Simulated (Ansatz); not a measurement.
BrH₂Sn, SMILES `[Br][SnH2]` radical, relaxed with UKS PBE-D4/def2-SVP in Ansatz from a rough embedded geometry. The force threshold is 0.03 eV/Å; the program also tests the step.

Charge 0, multiplicity 2. Sn takes the def2 core potential.

Start:

```xyz
4

Br    1.067    0.800    1.729
Sn   -0.397   -0.312    0.098
H     0.587   -1.360   -0.878
H    -1.257    0.871   -0.949
```

(1) How much energy does the relaxation release, and in how many steps? (Estimate.)

(2) Which bonds change most? (Estimate.)

(3) Give the relaxed structure. (Estimate.)

## Answers

(1) Ansatz gave: 7.33 kJ/mol, in 3 steps.

(2) The calculation gave: Br1–Sn2 from 2.458 to 2.537 Å; Sn2–H4 from 1.799 to 1.756 Å; Sn2–H3 from 1.738 to 1.755 Å.

(3) Ansatz gave: 
```xyz
4

Br    1.060    0.845    1.704
Sn   -0.470   -0.375    0.088
H     0.601   -1.358   -0.895
H    -1.191    0.888   -0.897
```
